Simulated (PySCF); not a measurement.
Lowest triplet excitation (TDA) (eV) of eight silicon and germanium compounds: TDA-PBE beside TDA-CAM-B3LYP, computed with PySCF for isolated molecules in the bases named; differences from unrounded values. The eight are the first of their class met in an unordered collection, after screening for sound electronic states; none was chosen by its value. Each molecule has one DFT geometry for both levels.

```csv
molecule,basis,TDA-CAM-B3LYP,TDA-PBE,difference
"CH10O2Si3, SMILES [SiH3][Si](CO)([SiH3])O",def2-SVPD,5.06,4.28,-0.78
"C2H9NSi3, SMILES [SiH2]1[Si@H](CN=C1)[SiH3]",def2-SVPD,3.26,3.03,-0.23
"C4H8OSi, SMILES C#C[SiH2]CCO",def2-SVPD,4.86,4.86,0.00
"C₂H₉NOSi₂, SMILES C[SiH2]/N=C\[SiH2]O",def2-SVPD,2.57,2.36,-0.20
"CH11NOSi3, SMILES N[SiH2]OC([SiH3])[SiH3]",def2-SVPD,6.32,5.31,-1.01
"C2H7F2NSi, SMILES N[SiH2]CC(F)F",def2-SVPD,5.99,5.34,-0.65
"Si(Cl)3(OSiH3) (Cl3H3OSi2), SMILES Cl[Si](Cl)(O[SiH3])Cl",def2-SVPD,7.25,6.25,-1.00
"H₈N₂Si₂, SMILES N[SiH](N)[SiH3]",def2-SVPD,5.55,4.86,-0.69
```

TDA-PBE lies below TDA-CAM-B3LYP in 7 and above it in 0 of the eight; the mean signed difference is -0.57 and the largest -1.01 eV.
